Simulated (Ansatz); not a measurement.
Coupled-cluster run, `N#Cc1cccs1`.

```yaml
crystal:
  periodic: [false, false, false]
  atoms:
    - {symbol: N, position_ang: [1.177307, -3.184206, 0.789525]}
    - {symbol: C, position_ang: [0.848870, -2.116605, 0.503531]}
    - {symbol: C, position_ang: [0.452099, -0.810426, 0.151732]}
    - {symbol: C, position_ang: [-0.778513, -0.231986, 0.342778]}
    - {symbol: C, position_ang: [-0.825176, 1.093148, -0.131266]}
    - {symbol: C, position_ang: [0.364117, 1.495870, -0.670750]}
    - {symbol: S, position_ang: [1.543708, 0.276395, -0.608315]}
    - {symbol: H, position_ang: [-1.604050, -0.753641, 0.806757]}
    - {symbol: H, position_ang: [-1.700632, 1.725361, -0.076934]}
    - {symbol: H, position_ang: [0.605269, 2.454889, -1.104057]}
basis:
  gaussian: {orbitals: def2-TZVPP}
correlation: {method: ccsd_t}
output: {orbitals: {seedname: orbitals}}
```

```sh
$ ansatz run in.yaml --threads 4 --pin off --events-out ev --progress --plain --max-ram 10444MiB
```

The program prints (abridged):

```
Functional definition: HF
1648 factors; integrals over basis functions are off by at most 9.6e-4 eV
mean field evaluation 1: about -17495.1027 eV, gradient 4.3e1 eV
mean field evaluation 2: about -17495.6197 eV, gradient 4.3e1 eV
mean field evaluation 4: about -17500.6088 eV, gradient 6.7e0 eV
mean field evaluation 8: about -17500.7784 eV, gradient 7.6e-1 eV
mean field evaluation 16: about -17500.7826 eV, gradient 2.3e-6 eV
mean field -17500.78258663 eV, -643.1418976022 hartree, gradient 2.3e-6 eV, S^2 0.000000; 0 other end points of the search recorded, 0 dependent functions left out; unrestricted orbitals would lower it
11 core orbitals not correlated: weight in the atoms' cores, before any rotation towards them, 1.000 or more for the frozen orbitals, at most 0.000 for the correlated occupied ones
reference -17500.78258663 eV, -643.1418976022 hartree; 17, 17 occupied and 242, 242 virtual orbitals, 1648 factors
second order -30.87598311 eV of doubles, -0.00000000 eV of singles
cycle   1  -30.10328574 eV  change    7.7e-1 eV  update   1.5e-1
cycle   2  -31.05422972 eV  change   -9.5e-1 eV  update   4.8e-2
cycle   3  -31.25319796 eV  change   -2.0e-1 eV  update   2.1e-2
cycle   4  -31.24370036 eV  change    9.5e-3 eV  update   6.2e-3
cycle   5  -31.24488965 eV  change   -1.2e-3 eV  update   3.3e-3
cycle   6  -31.24684926 eV  change   -2.0e-3 eV  update   1.1e-3
cycle   7  -31.24628181 eV  change    5.7e-4 eV  update   5.6e-4
cycle   8  -31.24606262 eV  change    2.2e-4 eV  update   2.1e-4
cycle   9  -31.24609268 eV  change   -3.0e-5 eV  update   8.5e-5
cycle  10  -31.24607273 eV  change    2.0e-5 eV  update   2.9e-5
cycle  11  -31.24603135 eV  change    4.1e-5 eV  update   1.2e-5
perturbative correction -1.80494952 eV, -0.0663306715 hartree
Total energy: -17533.83356750 eV, -644.3564987464 hartree
```

Hardware: 4 threads of an Arm Neoverse V1 on a shared host. Wall time 4.2 min, peak host memory 7.3 GiB.

Correlation energy per correlated electron: -0.972 eV. T1 diagnostic: 0.0140.
